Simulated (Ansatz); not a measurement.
# A barrier at the coupled-cluster level

Start structure (Si$_{3}$N$_{2}$H$_{10}$OF, doublet), relaxed at PBE0-D4/def2-TZVP:

```
17
angstrom
Si 0.7143 1.2363 0.3415
N 0.6804 -0.2350 -0.5255
Si 0.1229 -0.4937 -2.1437
N -0.8936 1.7108 0.6706
Si -2.2734 0.6525 0.6866
F 1.5241 0.8815 1.7053
H 3.3599 -1.9931 1.1738
O 2.4180 -1.8329 1.2628
H 1.2777 -0.9602 -0.1231
H -0.5339 0.7599 -2.5932
H 1.2503 -0.8110 -3.0621
H -0.8481 -1.6165 -2.2095
H -1.0627 2.6792 0.8963
H -3.4261 1.4519 1.1788
H -2.0539 -0.5100 1.5832
H -2.5944 0.1363 -0.6699
H 2.3383 -1.0561 1.8281
```

The step: Si₃N₂H₈F ([F][Si]([NH][SiH3])[NH][SiH3]) + H₂O → Si₂NH₅OF ([OH][Si]([F])[NH][SiH3]) + SiNH₅ ([NH2][SiH3]) (still joined by a long Si–N bond); bonds formed: Si1–O8, N2–H7; bonds broken: H7–O8; bonds weakened to dative contacts: Si1–N2. Computed with Ansatz 0.2.0 (basis: def2-TZVPP and def2-QZVPP); correlated methods freeze the cores; orbitals are unrestricted. Extrapolation: Hartree–Fock as exp(−7.88 √X), correlation as X^−2.97. Energies below are by CCSD(T) at an estimated basis limit (MP2 extrapolated from triple and quadruple zeta, plus CCSD(T) − MP2 in triple zeta).

Q: What are the electronic barrier and the energy of the step, from the start structure to the end structure? (An estimate is asked for; the value comes from the calculation.)

A: By the calculation: Barrier 25.67 kcal/mol; step energy 0.24 kcal/mol (uphill); reverse barrier, their difference, 25.43 kcal/mol. Barrier and step energy count from the start structure, the reverse barrier from the end structure.

The saddle point: One imaginary mode of 1210i cm⁻¹.
```tsv
pair	start (Å)	saddle (Å)	end (Å)
Si1–O8	3.63	1.98	1.68
N2–H7	3.63	1.29	1.02
Si1–N2	1.71	1.87	2.09
H7–O8	0.96	1.22	2.35
```

Zero-point energy (harmonic, PBE0-D4): ZPE is 69.68 kcal/mol at the start and 67.88 kcal/mol at the saddle, so the barrier goes from 25.67 to 23.86 kcal/mol.

The T1 diagnostic stays at or below 0.014. ⟨S²⟩ of the unrestricted Hartree–Fock references: 0.75 to 0.76 (a pure state has 0.75).

The step is the kind of ligand exchange by which a precursor binds to a hydroxyl group, or is hydrolysed, in atomic layer deposition of oxides. Here a small cluster stands in for the surface site.

Labels in which every atom is bracketed show which atoms are joined, not bond orders.

For scale, one of the runs: CCSD(T)/def2-TZVPP, 390 basis functions, launched by `ansatz run in.yaml --threads 4 --pin off --events-out ev --progress --plain --max-ram 66560MiB --backend cuda --devices 0, --max-vram 37GiB`. The run took 110 s on 4 CPU threads of an AMD EPYC 7R13 and a share of one NVIDIA H100 (shared host), with 1.7 GiB of host memory at its peak.
